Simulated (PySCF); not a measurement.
C₃H₇BFN, SMILES FB1CCCN1.

Geometry: PBE0-D3(BJ)/def2-SVP. The structure was generated by enumeration, and PubChem lists no compound with its InChIKey, so it may never have been made. One conformer was computed; it need not be the lowest.

Vertical ionisation energy (IE) and electron affinity (EA) in eV. Rows of orbital energies are one-electron estimates. Where ΔSCF, EOM or ADC give a negative EA the extra electron is unbound and the value depends on the basis.

| level | IE | EA |
|---|---|---|
| −ε(HOMO), −ε(LUMO), PBE0/def2-TZVP (PySCF) | 7.40 | -0.92 |
| −ε(HOMO), −ε(LUMO), PBE/def2-TZVP (PySCF) | 6.06 | -0.14 |
